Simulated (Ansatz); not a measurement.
Ansatz (an electronic-structure program) was given this input:
Ansatz 0.2 input:
```yaml
crystal:
  periodic: [false, false, false]
  atoms:
    - {symbol: Te, position_ang: [0.01895166, -0.01532053, 0.61408441]}
    - {symbol: Cl, position_ang: [1.07835709, 1.35677843, -0.94009723]}
    - {symbol: Cl, position_ang: [-1.13632687, -1.30991564, -0.93827862]}
basis:
  gaussian:
    orbitals: STO-3G
hamiltonian:
  xc: hf
magnetization: {spin_polarized: false}
correlation: {active_space: {window: {electrons: 2, orbitals: 2}}}
```

### Question
What is the computed total energy (CASSCF(2,2)/STO-3G in Ansatz)?

### Answer
-202897.4928 eV

### Question
Predict the number of basis functions from CASSCF(2,2)/STO-3G.

### Answer
45
